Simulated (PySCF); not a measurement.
ClF3H2OSi2.

```xyz
9

Si     1.0596    -0.6820     0.4626
F      1.5169    -1.8483     1.4508
F      1.5933    -1.0277    -1.0020
F      1.7506     0.6784     0.9354
O     -0.5518    -0.5556     0.4847
Si    -1.8952     0.2999     0.0064
Cl    -1.3134     1.7194    -1.3799
H     -2.8412    -0.6417    -0.6291
H     -2.4657     0.9850     1.1863
```

Coordinates come from a B3LYP-D3(BJ)/def2-SVP optimisation. This is a generated structure with no PubChem entry under its InChIKey; it may be hypothetical. Other conformers were not sampled.

The numbers are results of PBE/pcSseg-1 (PySCF), not measurements. Non-relativistic, no solvent.

Computed absolute GIAO shielding of each atom: isotropic value and principal components (ppm):
```json
[
 {"atom": "Si1", "σ(iso)": "436.1", "σ11": "430.3", "σ22": "432.3", "σ33": "445.7", "span": "15.3"},
 {"atom": "F2", "σ(iso)": "320.0", "σ11": "273.4", "σ22": "275.9", "σ33": "410.5", "span": "137.1"},
 {"atom": "F3", "σ(iso)": "316.0", "σ11": "266.1", "σ22": "275.1", "σ33": "406.9", "span": "140.9"},
 {"atom": "F4", "σ(iso)": "316.5", "σ11": "265.9", "σ22": "276.1", "σ33": "407.5", "span": "141.6"},
 {"atom": "O5", "σ(iso)": "246.9", "σ11": "196.8", "σ22": "258.1", "σ33": "285.9", "span": "89.1"},
 {"atom": "Si6", "σ(iso)": "345.4", "σ11": "331.3", "σ22": "340.2", "σ33": "364.7", "span": "33.4"},
 {"atom": "Cl7", "σ(iso)": "857.7", "σ11": "642.1", "σ22": "933.8", "σ33": "997.1", "span": "355.0"},
 {"atom": "H8", "σ(iso)": "25.5", "σ11": "21.6", "σ22": "23.7", "σ33": "31.3", "span": "9.8"},
 {"atom": "H9", "σ(iso)": "25.5", "σ11": "21.6", "σ22": "23.7", "σ33": "31.2", "span": "9.6"}
]
```
